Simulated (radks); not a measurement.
Ionisation of neutral hafnium, [Xe] 4f14 5d2 6s2, to [Xe] 4f14 5d1 6s2 as the strength of local exchange is varied. Method: non-relativistic Kohn-Sham, Slater X-alpha exchange (alpha = 2/3 is LDA exchange), no correlation, spin-unpolarised, spherical densities, point nucleus; relativity is left out, which matters for an element this heavy; computed with a radial shooting solver on a logarithmic mesh with Libxc functionals.

alpha  E(Hf) (hartree)  exchange (hartree)  IE (eV)  -e of the level emptied (eV)  <r> of it (bohr)
0.561      -14266.1223           -233.2034    5.725                    2.016 (5d)             2.517
0.575      -14271.9433           -239.1301    5.862                    2.121 (5d)             2.498
0.593      -14279.4313           -246.7577    6.039                    2.260 (5d)             2.475
0.667      -14310.2603           -278.2051    6.791                    2.859 (5d)             2.387
0.682      -14316.5183           -284.5971    6.948                    2.986 (5d)             2.370
0.942      -14425.4623           -396.3270    9.914                    5.471 (5d)             2.135
1.044      -14468.4450           -440.6404   11.197                    6.585 (5d)             2.062

NIST Atomic Spectra Database: 6.825 eV (measured). The Delta-SCF value meets it near alpha = 0.67. Relativity is left out here, which matters for elements this heavy. Spin polarisation and multiplet splitting are left out, so open shells lie too high by an amount that depends on their filling.

Beside tabulated values, note that spin-unpolarised runs miss the spin-polarisation part of the exchange energy of open shells.
